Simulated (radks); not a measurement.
The mean radii <r> (bohr) of the occupied orbitals of an atom or ion are listed with their occupations. Method: scalar-relativistic Kohn-Sham, exchange-only LDA, spin-polarised, spherical densities, point nucleus; computed with a radial shooting solver on a logarithmic mesh with Libxc functionals.

| orbital | occ. | <r> |
|---|---|---|
| 1s | 2 | 0.2697 |

Name the element and its charge. Open shells, if any, are filled with parallel spins first.

Answer. Z = 6, carbon, charge +4: C4+ in [He]. The 1s radius gives Z: for a bare nucleus <r> = (2 gamma + 1)/(2Z) with gamma = sqrt(1 - (Z/c)^2), 0.2498 bohr for Z = 6, and screening makes it slightly larger (0.2697 here). The occupations add up to 2, and the charge is Z minus that.
